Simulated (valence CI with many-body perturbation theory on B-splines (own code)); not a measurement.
Bi: calculation against measured levels

Calculated by relativistic CI+MBPT: five valence electrons over a frozen Dirac-Fock core [Xe] 4f14 5d10, a basis of 10 s, 10 p, 9 d, 7 f, 4 g, 2 h functions for each j, with the one-electron correlation potential Σ1, the two-electron term Σ2, the three-electron term Σ3, Breit, model QED; selected CI, second order for the rest, scaled by the run's own slope (own B-spline code, finite nucleus).

Against 16 measured levels this calculation errs by 234 cm⁻¹ on average and by 549 at most. These come from a selection out of the NIST Handbook of Basic Atomic Spectroscopic Data. Levels without a partner in it may be off by more. Among the levels kept, up to 380 cm⁻¹ of a level comes from second order outside the variational space, and about a tenth of that is noise between levels of different J, which matters for small intervals.

Measured levels: NIST Handbook of Basic Atomic Spectroscopic Data (Sansonetti and Martin, J. Phys. Chem. Ref. Data 34, 1559 (2005)). Pairs share parity and J, and are chosen by configuration, term and nearness in energy; levels without a clear partner are left out. Energies in cm⁻¹ above the measured ground level.

Levels are named by their leading jj configuration (3d3/2^4 stands for four electrons in 3d with j = 3/2), which in mixed levels can hold well under half, so a name can repeat and another be missing. Letters in brackets count levels of one name in rising energy.

```tsv
Computed label	Label in the source	Measured	Computed	Difference
(6s^2 6p1/2^2 6p3/2) J=3/2	6p3 4S°	0	0.0	0
(6s^2 6p1/2 6p3/2^2) J=3/2	6p3 2D°	11419.0	11541.1	+122
(6s^2 6p1/2 6p3/2^2) J=5/2	6p3 2D°	15437.5	15547.6	+110
(6s^2 6p1/2 6p3/2^2) J=1/2	6p3 2P°	21660.9	21704.4	+43
(6s^2 6p1/2^2 7s) J=1/2	6p2(3P0) 7s 2[0]	32588.2	32356.2	-232
(6s^2 6p3/2^3) J=3/2	6p3 2P°	33164.8	33419.1	+254
(6s^2 6p1/2^2 7p1/2) J=1/2	6p2(3P0) 7p 2[1]°	41125.0	40742.7	-382
(6s^2 6p1/2^2 7p3/2) J=3/2	6p2(3P0) 7p 2[1]°	42940.5	42555.2	-385
(6s^2 6p1/2^2 6d3/2) J=3/2	6p2(3P0) 6d 2[2]	43912.4	43553.4	-359
(6s^2 6p1/2^2 6d5/2) J=5/2	6p2(3P0) 6d 2[2]	44816.8	44438.4	-378
(6s^2 6p1/2 6p3/2 7s) J=3/2 [a]	6p2(3P1) 7s 2[1]	44865.1	44925.1	+60
(6s^2 6p1/2 6p3/2 7s) J=1/2	6p2(3P1) 7s 2[1]	45915.9	45924.0	+8
(6s^2 6p1/2^2 8s) J=1/2	6p2(3P0) 8s 2[0]	47373.5	46824.3	-549
(6s^2 6p1/2 6p3/2 7s) J=5/2	6p2(3P2) 7s 2[2]	48489.9	48503.4	+14
(6s^2 6p1/2 6p3/2 7s) J=3/2 [b]	6p2(3P2) 7s 2[2]	49460.9	49412.5	-48
(6s^2 6p1/2^2 7d3/2) J=3/2	6p2(3P0) 7d 2[2]	51019.1	50637.6	-382
(6s^2 6p1/2^2 7d5/2) J=5/2	6p2(3P0) 7d 2[2]	51158.5	50736.0	-422
```

Over 16 excited levels the mean absolute difference is 234 cm⁻¹, the median 243 and the largest 549. The comparison draws on a selection of the measured levels: 17 of the 23 computed ones have a partner in it, and others may be off by more.

Rates against NIST Handbook of Basic Atomic Spectroscopic Data (Sansonetti and Martin, J. Phys. Chem. Ref. Data 34, 1559 (2005)):

```csv
"λ vac, measured (nm)",Upper,Lower,A computed (s⁻¹),A tabulated (s⁻¹)
195.47,(6s^2 6p1/2^2 7d5/2) J=5/2,(6s^2 6p1/2^2 6p3/2) J=3/2,5.40e+07,5.86e+07
196.01,(6s^2 6p1/2^2 7d3/2) J=3/2,(6s^2 6p1/2^2 6p3/2) J=3/2,2.03e+07,1.54e+07
202.18,(6s^2 6p1/2 6p3/2 7s) J=3/2 [b],(6s^2 6p1/2^2 6p3/2) J=3/2,6.29e+06,6.00e+06
206.23,(6s^2 6p1/2 6p3/2 7s) J=5/2,(6s^2 6p1/2^2 6p3/2) J=3/2,1.10e+08,9.60e+07
211.09,(6s^2 6p1/2^2 8s) J=1/2,(6s^2 6p1/2^2 6p3/2) J=3/2,4.86e+07,5.30e+07
222.89,(6s^2 6p1/2 6p3/2 7s) J=3/2 [a],(6s^2 6p1/2^2 6p3/2) J=3/2,1.11e+08,8.80e+07
223.13,(6s^2 6p1/2^2 6d5/2) J=5/2,(6s^2 6p1/2^2 6p3/2) J=3/2,2.29e+08,2.34e+08
289.88,(6s^2 6p1/2 6p3/2 7s) J=1/2,(6s^2 6p1/2 6p3/2^2) J=3/2,1.78e+08,1.53e+08
293.92,(6s^2 6p1/2 6p3/2 7s) J=3/2 [b],(6s^2 6p1/2 6p3/2^2) J=5/2,1.29e+08,1.23e+08
298.99,(6s^2 6p1/2 6p3/2 7s) J=3/2 [a],(6s^2 6p1/2 6p3/2^2) J=3/2,5.04e+07,5.40e+07
299.42,(6s^2 6p1/2^2 6d5/2) J=5/2,(6s^2 6p1/2 6p3/2^2) J=3/2,8.25e+06,1.45e+07
302.55,(6s^2 6p1/2 6p3/2 7s) J=5/2,(6s^2 6p1/2 6p3/2^2) J=5/2,7.28e+07,8.60e+07
306.86,(6s^2 6p1/2^2 7s) J=1/2,(6s^2 6p1/2^2 6p3/2) J=3/2,1.72e+08,1.67e+08
472.38,(6s^2 6p1/2^2 7s) J=1/2,(6s^2 6p1/2 6p3/2^2) J=3/2,4.40e+06,9.40e+06
```
